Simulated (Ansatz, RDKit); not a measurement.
Torsion H3–O1–Ge2–H4 in GeH4O (SMILES [OH][GeH3]); at each angle all else is relaxed with GFN2-xTB, and the levels are single points there.
Geometry at 60° (charge 0, multiplicity 1):
```xyz
6

O      1.16393    -0.44607    -0.38991
Ge    -0.44940     0.02577     0.03747
H      1.89327     0.03355    -0.00325
H     -0.67496     1.45635    -0.35969
H     -0.64420    -0.13823     1.51746
H     -1.27430    -0.92338    -0.75485
```

On the grid 0° to 120°, 0° is the highest and 60° the lowest point at CCSD(T)/CBS(cc-pVTZ, cc-pVQZ).

Correlated levels freeze the cores. Filled d and f shells under p-block atoms count as core.

Run with Ansatz (Gaussian basis) for Hartree–Fock, density functionals and correlated methods; RDKit for the force fields. Each number belongs to the level named beside it.

Estimate the energy at 0° less that at 60° that UFF returns for this input.

-0.3 kcal/mol

Ansatz is a program for electronic structure.
